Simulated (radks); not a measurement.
Numerical settings for neutral tin, [Kr] 4d10 5s2 5p2. Method: scalar-relativistic Kohn-Sham, BLYP, spin-polarised, spherical densities, point nucleus; open shells are filled with parallel spins first (spin-orbit coupling, left out, can overturn this in heavy ions); computed with a radial shooting solver on a logarithmic mesh with Libxc functionals. The defaults (mesh step 0.008 in ln r, mesh end at 40 bohr or more with all orbitals vanishing there, Anderson mixing 0.5 over 9 steps, residual threshold near 1e-9 with the energy settled to 1e-9 hartree or 1e-11 of itself, here a cap of 56 iterations) give E = -6177.8476 hartree and 5p at -3.907 eV in 14 iterations. Run on one thread of a shared host, so times are rough (Arm Neoverse N1): 0.31 s of CPU time, 0.31 s wall, 14 iterations on 2725 mesh points. Changes against that run (0 stands for a change within the tolerance of the run):

mesh step in ln r 0.2: iterations 2; converged no; E (mhartree) diverged; CPU (s) 0.04
mesh step in ln r 0.12: iterations 2; converged no; E (mhartree) diverged; CPU (s) 0.05
mesh step in ln r 0.05: iterations 14; converged yes; E (mhartree) +0.0518; e(5p) (meV) 0; CPU (s) 0.07
mesh end (bohr) 5: iterations 13; converged yes; E (mhartree) +153; e(5p) (meV) +3.38e+03; CPU (s) 0.27
mesh end (bohr) 8: iterations 13; converged yes; E (mhartree) +5.46; e(5p) (meV) +264; CPU (s) 0.28
residual threshold 1e-13: iterations 21; converged yes; E (mhartree) 0; e(5p) (meV) 0; CPU (s) 0.38
residual threshold 0.1: iterations 9; converged yes; E (mhartree) 0; e(5p) (meV) +0.645; CPU (s) 0.23
mixing 0.05: iterations 21; converged yes; E (mhartree) 0; e(5p) (meV) 0; CPU (s) 0.46
linear mixing, mixing 0.5: iterations 30; converged yes; E (mhartree) 0; e(5p) (meV) 0; CPU (s) 0.53
linear mixing, mixing 0.2: iterations 56; converged no; E (mhartree) +0.000286; e(5p) (meV) -0.00909; CPU (s) 0.98
mixing history 20: iterations 18; converged yes; E (mhartree) 0; e(5p) (meV) 0; CPU (s) 0.37
iteration cap 2: iterations 2; converged no; E (mhartree) +162; e(5p) (meV) -4.18e+03; CPU (s) 0.06

Settings that end as converged yet miss the energy by more than 1 mhartree: mesh end (bohr) 5 (+0.153 hartree); mesh end (bohr) 8 (+0.00546 hartree). A mesh that ends early acts as a hard wall.
